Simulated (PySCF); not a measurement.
Species: [GaBr4]- (charge -1).
SMILES: `[Br][Ga-]([Br])([Br])[Br]`

Computed, not measured: TDDFT CAM-B3LYP/def2-SVPD, vertical, gas phase, core orbitals frozen in the response in PySCF 2.14.0, density-fitted response routines. Isolated species at its PBE0-D3(BJ)/def2-SVP geometry, gas phase. Relativistic effects, spin–orbit coupling among them, are left out although an element past zinc is present.

```json
{"state": "S1", "E (eV)": "5.55", "E (kJ/mol)": "536", "λ (nm)": "223.4", "f": "0.0000", "main configurations (H = HOMO, L = LUMO)": "H→L (81%), H→L+4 (11%)"}
{"state": "S2", "E (eV)": "5.56", "E (kJ/mol)": "537", "λ (nm)": "222.9", "f": "0.0001", "main configurations (H = HOMO, L = LUMO)": "H-2/H-1→L (≥80%), H-2/H-1→L+4 (≥12%)"}
{"state": "S3", "E (eV)": "5.57", "E (kJ/mol)": "537", "λ (nm)": "222.7", "f": "0.0001", "main configurations (H = HOMO, L = LUMO)": "H-2/H-1→L (≥80%), H-2/H-1→L+4 (≥12%)"}
{"state": "S4", "E (eV)": "6.01", "E (kJ/mol)": "580", "λ (nm)": "206.2", "f": "0.187", "main configurations (H = HOMO, L = LUMO)": "H-3→L (79%), H-3→L+4 (11%)"}
{"state": "S5", "E (eV)": "6.02", "E (kJ/mol)": "581", "λ (nm)": "206.0", "f": "0.189", "main configurations (H = HOMO, L = LUMO)": "H-4→L (78%), H-4→L+4 (11%)"}
{"state": "S6", "E (eV)": "6.05", "E (kJ/mol)": "583", "λ (nm)": "205.1", "f": "0.196", "main configurations (H = HOMO, L = LUMO)": "H-5→L (79%), H-5→L+4 (10%)"}
{"state": "S7", "E (eV)": "6.13", "E (kJ/mol)": "591", "λ (nm)": "202.4", "f": "0.0012", "main configurations (H = HOMO, L = LUMO)": "H-6→L (75%), H-6→L+4 (10%)"}
{"state": "S8", "E (eV)": "6.13", "E (kJ/mol)": "591", "λ (nm)": "202.2", "f": "0.0005", "main configurations (H = HOMO, L = LUMO)": "H-7→L (75%), H-7→L+4 (10%)"}
{"state": "S9", "E (eV)": "6.83", "E (kJ/mol)": "659", "λ (nm)": "181.4", "f": "0.0000", "main configurations (H = HOMO, L = LUMO)": "H→L+4 (73%)"}
{"state": "S10", "E (eV)": "6.85", "E (kJ/mol)": "661", "λ (nm)": "181.0", "f": "0.0003", "main configurations (H = HOMO, L = LUMO)": "H-2/H-1→L+4 (≥69%)"}
{"state": "S11", "E (eV)": "6.86", "E (kJ/mol)": "662", "λ (nm)": "180.8", "f": "0.0005", "main configurations (H = HOMO, L = LUMO)": "H-2/H-1→L+4 (≥69%)"}
{"state": "S12", "E (eV)": "7.03", "E (kJ/mol)": "678", "λ (nm)": "176.3", "f": "0.012", "main configurations (H = HOMO, L = LUMO)": "H→L+1/L+2 (≥25%), H-3→L+4 (21%), H-2/H-1→L+1/L+2 (≥20%)"}
{"state": "S13", "E (eV)": "7.03", "E (kJ/mol)": "679", "λ (nm)": "176.3", "f": "0.012", "main configurations (H = HOMO, L = LUMO)": "H→L+3 (27%), H-4→L+4 (20%), H-2/H-1→L+1/L+2 (≥18%)"}
{"state": "S14", "E (eV)": "7.03", "E (kJ/mol)": "679", "λ (nm)": "176.3", "f": "0.0084", "main configurations (H = HOMO, L = LUMO)": "H-5→L+4 (26%), H-2/H-1→L+3 (≥26%), H-2/H-1→L+1/L+2 (≥25%)"}
```

Triplets (Tamm–Dancoff): T1 5.28 eV, H→L (75%), H→L+4 (14%); T2 5.29 eV, H-2/H-1→L (≥72%), H-2/H-1→L+4 (≥15%); T3 5.29 eV, H-2/H-1→L (≥72%), H-2/H-1→L+4 (≥15%).

The lowest singlet lies at 5.55 eV (223 nm, ultraviolet) and is dark (f under 0.0005); its leading configuration is HOMO→LUMO (81%). The most intense listed level is S4/S5 at 6.01 eV (206 nm, f = 0.376 summed), 0.46 eV above S1. S2/S3, S4/S5, S7/S8, S10/S11 and S12/S13/S14 lie within about 0.01 eV of each other in each set; the point group Td has degenerate representations, and within a degenerate level the listed configurations can mix freely. Löwdin shares by element: HOMO (one of a set within 0.03 eV) bromine 100% or more; LUMO bromine 47% or more, gallium 38% (atoms not listed hold the other 15%). Orbital energies (eV): HOMO-3 -5.78, HOMO-2 -5.46, HOMO-1 -5.45, HOMO -5.43, LUMO 2.96, LUMO+1 4.08, LUMO+2 4.09. Weighted by f, the mean energy of these states is 6.08 eV. Of the 14 states listed, 5 reach f = 0.01 and 5 stay under 0.0005. No detachment energy is given for this anion; states above it aren't bound, and a finite basis only mimics them. Orbitals of the list HOMO-3 to LUMO+2 that lie within 0.01 eV of each other are written together with a slash and their weights summed (≥ marks a lower bound); for degenerate orbitals outside that list single weights are arbitrary. Singlets were solved by full linear response, triplets in the Tamm–Dancoff approximation. The highest level found (7.14 eV, f 0.0005 so far) is left out, since the window may have cut off a degenerate partner.
